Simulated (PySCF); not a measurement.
Isomers of C2H6FNSi. Method used: PySCF 2.14.0, PBE0-D3(BJ)/def2-SVP geometry optimisation, gas phase. Energies are electronic, without zero-point or thermal terms, for one conformer each. No frequencies were run at this level. Point groups hold within 0.08 Å.

Problem. Rank from lowest to highest electronic energy at this level (kcal/mol).
A. `[CH2:1]=[C:2]([F:3])[SiH2:4][NH2:5]` with C1–C2–Si4–N5 -11°, C2–Si4–N5–H -73° and 139°
B. `[F:1][CH2:2]/[CH:3]=[N:4]\[SiH3:5]` with F1–C2–C3–N4 0°

Solution. A (0.0), B (12.1).

As drawn, the lower has an N–H bond, an Si–C bond and a C=C bond outside aromatic rings, which the higher lacks; the higher has a C=N bond, which the lower lacks.

```
       SMILES      E (Eh)  E rel (kcal/mol)  dipole (D)  point group     A, B, C (MHz)
C=C(F)[SiH2]N  -523.26273               0.0        2.68           C1  7107, 2610, 1979
FC/C=N\[SiH3]  -523.24348              12.1        2.71           Cs  6830, 2948, 2140
```

Problem. How do the relative energies change in single points at KT3/pcSseg-2 (no added dispersion term) on the same geometries?

Solution. 
| SMILES | PBE0-D3(BJ)/def2-SVP (kcal/mol) | KT3/pcSseg-2 (kcal/mol) | shift |
| --- | --- | --- | --- |
| C=C(F)[SiH2]N | 0.0 | 0.0 | 0.0 |
| FC/C=N\[SiH3] | 12.1 | 15.4 | +3.3 |

Each column counts from its own lowest isomer. The order is unchanged; the largest shift is 3.3 kcal/mol.
